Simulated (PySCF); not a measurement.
# P: excitation energy

P [Ne] 3s2 3p3 (4S) → P [Ne] 3s1 3p3 3d1 (6D), as a difference of total energies. All numbers are calculated (PySCF 2.14, the non-relativistic Hamiltonian (point nucleus), in dyall-acv3z (19s12p6d4f, 113 functions)). Correlated levels: valence: [Ne] frozen; virtual orbitals above 40 to 60 times the deepest correlated orbital energy dropped. The calculations carry no spin-orbit coupling.

| method | excitation energy (eV) |
| --- | --- |
| UHF | 12.328 |
| MP2 (valence) | 13.856 |
| SCS-MP2 (valence) | 14.317 |
| CCSD (valence) | 14.055 |
| CCSD(T) (valence) | 14.151 |

**Question.** How much does correlation contribute at CCSD(T) (valence)?

**Answer.** 14.151 − (12.328) = 1.823 eV, measured against UHF.

The upper state lies above the first ionisation limit, but in LS coupling its spin forbids autoionisation to the ground ion.

The promoted electron is Rydberg-like, and one or two diffuse shells describe it only roughly, which tends to raise the upper state.
